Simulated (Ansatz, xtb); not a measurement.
C3H11PSi: which of two isomers lies lower

We compare a, `CC(C)[SiH2]P`, a singlet, with b, `CC[Si@H](C)P`, a singlet. Both are isolated molecules in the gas phase, relaxed with B3LYP/def2-SVP; each stands in its lowest conformer found.

a (Å):

```yaml
atoms:
  - { symbol: C, position_ang: [-1.3393, 1.5797, 1.0510] }
  - { symbol: C, position_ang: [-0.8311, 0.7289, -0.1266] }
  - { symbol: C, position_ang: [0.7023, 0.7525, -0.2204] }
  - { symbol: P, position_ang: [-1.2348, 0.0120, -3.6125] }
  - { symbol: Si, position_ang: [-1.6835, 1.2633, -1.7517] }
  - { symbol: H, position_ang: [-0.8960, 1.2386, 2.0030] }
  - { symbol: H, position_ang: [-1.0664, 2.6419, 0.9282] }
  - { symbol: H, position_ang: [-2.4347, 1.5285, 1.1596] }
  - { symbol: H, position_ang: [-1.1524, -0.3169, 0.0411] }
  - { symbol: H, position_ang: [1.1603, 0.4086, 0.7233] }
  - { symbol: H, position_ang: [1.0803, 0.1025, -1.0255] }
  - { symbol: H, position_ang: [1.0783, 1.7723, -0.4117] }
  - { symbol: H, position_ang: [-3.1666, 1.2154, -1.5686] }
  - { symbol: H, position_ang: [-1.3027, 2.6715, -2.0843] }
  - { symbol: H, position_ang: [0.1853, 0.0449, -3.4462] }
  - { symbol: H, position_ang: [-1.3786, -1.2440, -2.9422] }
```

b (Å):

```xyz
16

C     0.3502    2.2430    0.8245
C     0.5778    1.3856   -0.4276
C    -1.9381   -0.4516   -0.0638
P     0.9334   -1.7238    1.2220
Si   -0.0701   -0.4011   -0.3593
H     0.7510    3.2621    0.6962
H     0.8425    1.8085    1.7100
H    -0.7217    2.3437    1.0628
H     1.6547    1.3391   -0.6696
H     0.0984    1.8593   -1.3051
H     0.2382   -1.0527   -1.6709
H    -2.4688    0.1252   -0.8394
H    -2.2053   -0.0249    0.9166
H    -2.3130   -1.4870   -0.0949
H     2.2593   -1.2815    0.9173
H     0.7673   -0.7868    2.2909
```

Quicker runs give these differences E(b) − E(a): GFN2-xTB +0.260 eV; HF/STO-3G −0.457 eV (at GFN2-xTB geometries); r2SCAN-D4/def2-SVP −0.434 eV (at GFN2-xTB geometries).

Which of the two would you expect CCSD(T)/def2-SVP + ΔMP2/def2-TZVPP electronic energies to favour?

Structure b; the calculation gives E(b) − E(a) = −0.433 eV.

The same difference at several levels:

```json
{"level": "GFN2-xTB", "geometry": "GFN2-xTB", "E(b) − E(a) (eV)": "+0.260", "departure from the last row (eV)": "+0.693", "job, with rough time for the two": "optimisation, 0.16 s"}
{"level": "HF/STO-3G", "geometry": "GFN2-xTB", "E(b) − E(a) (eV)": "−0.457", "departure from the last row (eV)": "−0.024", "job, with rough time for the two": "single point, 0.24 s"}
{"level": "r2SCAN-D4/def2-SVP", "geometry": "GFN2-xTB", "E(b) − E(a) (eV)": "−0.434", "departure from the last row (eV)": "−0.001", "job, with rough time for the two": "single point, 2.7 s"}
{"level": "B3LYP/def2-SVP", "geometry": "B3LYP/def2-SVP", "E(b) − E(a) (eV)": "−0.399", "departure from the last row (eV)": "+0.034", "job, with rough time for the two": "optimisation, 27 s"}
{"level": "HF/def2-SVP", "geometry": "B3LYP/def2-SVP", "E(b) − E(a) (eV)": "−0.401", "departure from the last row (eV)": "+0.032", "job, with rough time for the two": "part of the CCSD(T) run"}
{"level": "MP2/def2-SVP", "geometry": "B3LYP/def2-SVP", "E(b) − E(a) (eV)": "−0.355", "departure from the last row (eV)": "+0.078", "job, with rough time for the two": "part of the CCSD(T) run"}
{"level": "CCSD(T)/def2-SVP", "geometry": "B3LYP/def2-SVP", "E(b) − E(a) (eV)": "−0.326", "departure from the last row (eV)": "+0.107", "job, with rough time for the two": "single point"}
{"level": "CCSD(T)/def2-SVP + ΔMP2/def2-TZVPP", "geometry": "B3LYP/def2-SVP", "E(b) − E(a) (eV)": "−0.433", "departure from the last row (eV)": "", "job, with rough time for the two": "single point, 28 s"}
```

As drawn, b has 1 C–Si, 1 C–H in place of 1 C–C, 1 Si–H.

GFN2-xTB puts the two in the other order. The largest departure from CCSD(T)/def2-SVP + ΔMP2/def2-TZVPP is that of GFN2-xTB, 0.693 eV. The last row adds to CCSD(T) the change of the MP2 difference between the two basis sets, here −0.107 eV.

With thermal terms from frequencies at re-optimised GFN2-xTB minima (ideal gas, soft modes damped towards free rotors, one conformer each, 298.15 K, 1 atm): the zero-point term adds +0.028 eV; ΔH is −0.391 and ΔG −0.432 eV.

The correlated steps freeze 13 core orbitals. Mirror images aren't counted in ΔG. Codes used: Ansatz 0.2.0, xtb 6.7.1; the last row on 4 threads of Arm Neoverse V2 on a shared host.
